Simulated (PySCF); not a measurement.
Level of theory: PBE-D3(BJ)/def2-TZVP // r2SCAN-D4/def2-SVP run with PySCF. All species are isolated molecules in the gas phase. 

Reference species: [Cd(Cl)2] (neutral, multiplicity 1).

```
Quantity                                                       Result
------------------------------------------------------------  -------
coordination number                                                 2
mean distance from the central atom to its bonded neighbours  2.276 Å
```

Changed species: [Cd(Cl)(F)] (Y = F; the reference has Y = Cl).

What does the change do to the coordination number and mean distance from the central atom to its bonded neighbours?

the coordination number hardly moves; the mean distance from the central atom to its bonded neighbours decreases by 0.180 Å, to 2.096 Å.
